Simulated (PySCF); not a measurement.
Vertical excitations of a molecule C₃H₆NO, multiplicity 2 from TDA-M06-2X/def2-SVPD (PySCF 2.14.0), as energy in eV (oscillator strength): 1.00 (0.001), 2.54 (0.004), 4.90 (0.008), 5.31 (0.001), 5.75 (0.001), 6.04 (0.002), 6.62 (0.044), 6.73 (0.054), 7.08 (0.012), 7.20 (0.045). Geometry optimised at B3LYP-D3(BJ)/def2-SVP. Other conformers were not sampled.

**Question.** Pick the molecule that these values belong to.
(A) C[N]C(C)=O
(B) CN(C)[C]=O
(C) [CH2]N(C)C=O

**Answer.** A, C[N]C(C)=O
